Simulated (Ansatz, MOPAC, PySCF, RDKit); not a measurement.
Dimer: C2H2 (SMILES C#C) (first 4 atoms) with CH2O2 (SMILES O=CO); geometry from B3LYP-D3(BJ)/def2-TZVP, rigid monomers moved along the line of their centres of mass till C2···H9 is 3.04 Å.
(charge 0, multiplicity 1):
```xyz
9

C      0.5798     0.2071    -0.0879
C     -0.1733    -0.5544     0.4503
H      1.2433     0.8742    -0.5832
H     -0.8312    -1.2112     0.9704
O     -1.1055    -0.9377     4.4133
C     -0.4153    -0.0752     4.8853
O      0.3998     0.7333     4.2035
H     -0.3668     0.1616     5.9564
H      0.3466     0.5114     3.2514
```

Monomers are frozen at their geometry in the pair; levels with a basis set take the counterpoise correction. RDKit's UFF carries no charges.

The state that PM7 reach isn't checked; PM7 holds dispersion and hydrogen-bond terms.

Programs: Ansatz (a first-principles code) with Gaussian orbitals; MOPAC for PM7 (differences of heats of formation); PySCF for the dispersion terms; RDKit for the force fields. Each number belongs to the level named beside it.

Question: One of these levels gives -25.3 meV for the interaction energy. Which?
A) UFF
B) PBE-D4/def2-TZVPPD
C) PM7
D) PBE/def2-TZVPPD

Answer: A, UFF. The others give -54.8 (PM7), -100.0 (PBE/def2-TZVPPD), -121.8 (PBE-D4/def2-TZVPPD)
